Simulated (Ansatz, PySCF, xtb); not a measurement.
Gas-phase reaction in SMILES: O[Si](O)(Cl)Cl [dichloro(dihydroxy)silane] + 4 [H][H] (H2) → 2 Cl (HCl) + 2 O (H2O) + [SiH4] (SiH4)
Geometries: B3LYP-D3(BJ)/def2-TZVP minima from Ansatz (a first-principles code), one conformer each, not searched for the lowest. Frequencies are from Ansatz or PySCF.

Quantity: energy of full hydrogenation (0 K, with B3LYP-D3(BJ) harmonic zero-point energies), in kcal/mol. Cores are frozen in the correlated levels unless marked. No spin-orbit coupling. Non-relativistic unless marked X2C. CBS marks a two-point X^-3 extrapolation of the correlation energy; Hartree-Fock from the larger set. [CCSD(T)-MP2]/basis is that difference in the basis named.

```
level                                                                 program  energy of full hydrogenation (kcal/mol)
-------------------------------------------------------------  --------------  ---------------------------------------
GFN2-xTB                                                                  xtb                                     56.5
HF/aug-cc-pV(T+d)Z                                                     Ansatz                                     78.0
HF/cc-pV(T+d)Z                                                         Ansatz                                     80.4
HF-D3(BJ)/def2-TZVPD                                            PySCF + dftd3                                     93.0
PBE0-D3(BJ)/def2-TZVPD                                         Ansatz + dftd3                                     83.3
PBE0/def2-TZVP                                                         Ansatz                                     85.1
BHLYP-D3(BJ)/def2-TZVPD                                        Ansatz + dftd3                                     86.8
r2SCANh-D4/def2-TZVPD                                          Ansatz + dftd4                                     92.1
HSE06-D3(BJ)/def2-TZVPD                                        Ansatz + dftd3                                     83.2
B2GP-PLYP-D3(BJ)/def2-TZVPD                                    Ansatz + dftd3                                     91.5
B2PLYP-D3(BJ)/def2-TZVPD                                       Ansatz + dftd3                                     89.3
B2PLYP-D4/def2-TZVPD                                           Ansatz + dftd4                                     89.2
RPA@PBE/cc-pV(T+d)Z                                                    Ansatz                                     82.5
RI-MP2/aug-cc-pV(Q+d)Z                                                 Ansatz                                     94.0
SCS-MP2/aug-cc-pV(D+d)Z                                                Ansatz                                     68.6
CCSD/cc-pV(T+d)Z                                                       Ansatz                                     84.1
CCSD(T)/STO-3G                                                         Ansatz                                     90.2
CCSD(T)/cc-pV(Q+d)Z                                                    Ansatz                                     88.6
X2C-CCSD(T)/cc-pVTZ-DK                                                 Ansatz                                     83.8
RI-MP2/CBS(cc-pV(T+d)Z,cc-pV(Q+d)Z)+[CCSD(T)-MP2]/cc-pV(Q+d)Z          Ansatz                                     89.4
CCSD(T)/CBS(cc-pV(T+d)Z,cc-pV(Q+d)Z)                                   Ansatz                                     90.2
```
